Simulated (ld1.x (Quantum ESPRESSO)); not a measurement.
Varying the TM potential for Pb

Base potential:

* Element: lead
* Generator: ld1.x (Quantum ESPRESSO) 7.5
* Type: norm-conserving Troullier–Martins (Kleinman–Bylander form)
* Functional: LDA (PZ)
* Relativity: scalar-relativistic
* Frozen core: [Xe] 4f14
* Valence charge: 14
* Reference configuration: 5d10 6s2 6p2
* Partial waves: 6s (bound): rc 1.50 bohr; 6p (bound): rc 2.60 bohr; 5d (bound): rc 1.35 bohr
* Local potential: the d channel
* Core correction: none

All-electron outer shells of the reference configuration (LDA (PZ), scalar-relativistic, ld1.x):

```csv
shell,level (eV),outermost node (bohr),outermost maximum (bohr)
4f,-133.26,–,0.35
5p,-85.96,0.49,0.88
5d,-21.29,0.52,1.07
6s,-12.32,1.01,1.95
6p,-3.71,1.18,2.63
```

Cutoffs, loose and tight: the cutoffs (Ry, on a coarse ladder) from which the occupation-weighted sum of valence levels, in a spherical-Bessel basis at the reference potential, stays within 10 and 1 mRy of its value at 400 Ry. They do not see the model core or the augmentation charge, which bear on the density cutoff. Test errors are all-electron minus pseudo excitation energies from the reference, over the configurations 5d10 6s2 6p1; 5d10 6s2 6p0; 5d10 6s1 6p0; 5d10 6s0 6p0; 5d9 6s2 6p3; 5d10 6s0 6p4; 5d10 6s1 6p2 (two spin-polarised tests are not counted in the largest error). A dash means not determined; rows that change the core or the reference have their own tests. The largest error is taken over the tests solved by every variant that gives reliable tests at all: 5d10 6s0 6p0; 5d10 6s0 6p4; 5d10 6s1 6p0; 5d10 6s1 6p2; 5d10 6s2 6p0; 5d10 6s2 6p1.

A true bound ghost makes a file unfit for plane-wave use even where its test errors are small: the radial tests pick states by their node count and pass the ghost by. Where a test does run into it, the solver fails or the error is huge.

| change | outcome | cutoff, loose | cutoff, tight | bound ghosts | largest test error (meV) |
| --- | --- | --- | --- | --- | --- |
| base | generated | 90 Ry | 160 Ry | s, p | +76 |
| wave 6p (bound): rc 2.60 bohr becomes 6p (bound): rc 2.66 bohr | generated | 90 Ry | 160 Ry | s, p | +74 |
| wave 5d (bound): rc 1.35 bohr becomes 5d (bound): rc 1.30 bohr | generated | 90 Ry | 160 Ry | s, p | +76 |
| core correction a·sin(br)/r model core inside 1.08 bohr | generated | 90 Ry | 160 Ry | s, p | -65 |
| all radii scaled by about 1.05 (s 1.58, p 2.74, d 1.42 bohr) | generated | 55 Ry | 100 Ry | s, p | +27 |
| local potential the s channel | generated | 90 Ry | 160 Ry | none | +66 |

(1) What comes out with this change to the base: type ultrasoft; waves now 6s (bound): rcut 1.30, rcutus 1.50 bohr; 6s channel at 2.35 Ry: rcut 1.30, rcutus 1.50 bohr; 6p (bound): rcut 2.25, rcutus 2.60 bohr; 6p channel at 0.3 Ry: rcut 2.25, rcutus 2.60 bohr; 5d (bound): rcut 1.15, rcutus 1.35 bohr; 5d channel at -1.05 Ry: rcut 1.15, rcutus 1.35 bohr; local potential all-electron potential smoothed inside 1.25 bohr (lloc = -1); augmentation PSQ, radius 0.85 bohr?

(2) What comes out with this change to the base: wave 6s (bound): rc 1.50 bohr becomes 6s (bound): rc 1.84 bohr?

(3) What comes out with this change to the base: wave 6s (bound): rc 1.50 bohr becomes 6s (bound): rc 2.28 bohr?

Answers

(1) outcome: failed: chargeps: negative rho. Cause: the pseudo-density turned negative during the self-consistent test, most likely because a state had been found with a wrong node count and its wave set to zero before.

(2) outcome: generated; cutoff, loose: 70 Ry; cutoff, tight: 100 Ry; bound ghosts: s, p; largest test error (meV): -21.

(3) outcome: generated; cutoff, loose: 70 Ry; cutoff, tight: 100 Ry; bound ghosts: s, p; largest test error (meV): -25.
